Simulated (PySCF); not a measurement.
C2H3O2, SMILES [CH2]OC=O, multiplicity 2. Coordinates come from a B3LYP-D3(BJ)/def2-SVP optimisation. The isomer is the one that the SMILES or the coordinates give; other isomers of the formula were not compared. One conformer was computed; it need not be the lowest.

The numbers are results of B3LYP-D3(BJ)/def2-SVP (PySCF), not measurements.

Harmonic wavenumbers (cm⁻¹): 132, 260, 326, 385, 757, 995, 1030, 1166, 1252, 1397, 1435, 1841, 3067, 3181, 3349. Rotational constants (GHz): 23.63, 6.988, 5.393; symmetry number 1.

**Question.** Work out the zero-point energy and the ideal-gas rigid-rotor harmonic-oscillator thermochemistry at 298.15 K and 1 atm.

**Answer.** ZPE = ½ Σ hcν = ½ × 20573 cm⁻¹ = 123.05 kJ/mol. H − E(el) = 138.41 kJ/mol. Entropy in J/(mol K): translation 159.61, rotation 97.93, vibration 31.02, spin 5.76, total 294.32. G − E(el) = 50.65 kJ/mol. Cp = 70.37 J/(mol K). Modes under 150 cm⁻¹ make the vibrational entropy uncertain.
